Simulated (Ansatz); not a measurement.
System: FeCl2 (charge 0, quintet). The spin state was set by rule; other spins were not relaxed. 
Structure (B3LYP-D3(BJ)/def2-TZVP (Ansatz, an electronic-structure program) minimum search):
```
Fe
Cl 1 2.1444
Cl 1 2.1444 2 180.00
```
Charge 0, spin multiplicity 5.

Quantity: atomisation energy (electronic, to ground-state atoms), in kJ/mol. Correlated levels leave the core frozen unless marked. Open shells are spin-unrestricted. No spin-orbit coupling. Frozen are the shells of the preceding noble gas and the d and f shells that filled before the atom's block. No relativistic terms. The coupled-cluster limit lacks core correlation, which all-electron functionals hold. CBS marks a two-point X^-3 extrapolation of the correlation energy; Hartree-Fock from the larger set. The bracket is a focal-point correction in the basis named.

| level | program | atomisation energy (kJ/mol) | minus last row |
|---|---|---|---|
| PBE/def2-TZVPD | Ansatz | 833.2 | 26.0 |
| PBE0-D4/def2-TZVP | Ansatz + dftd4 | 823.8 | 16.6 |
| PBE0/def2-QZVPP | Ansatz | 828.7 | 21.5 |
| HSE06/def2-TZVPD | Ansatz | 821.3 | 14.1 |
| CAM-B3LYP-D3(BJ)/def2-TZVPD | Ansatz + dftd3 | 801.6 | -5.6 |
| wB97X-V/def2-TZVPD | Ansatz | 831.4 | 24.2 |
| RPA@PBE/def2-TZVPP | Ansatz | 691.0 | -116.2 |
| RPA@PBE/def2-QZVPP | Ansatz | 712.4 | -94.8 |
| SCS-MP2/STO-3G | Ansatz | 598.4 | -208.8 |
| RI-MP2/CBS(def2-TZVPPD,def2-QZVPPD)+[CCSD(T)-MP2]/def2-TZVPPD | Ansatz | 807.2 | 0.0 |
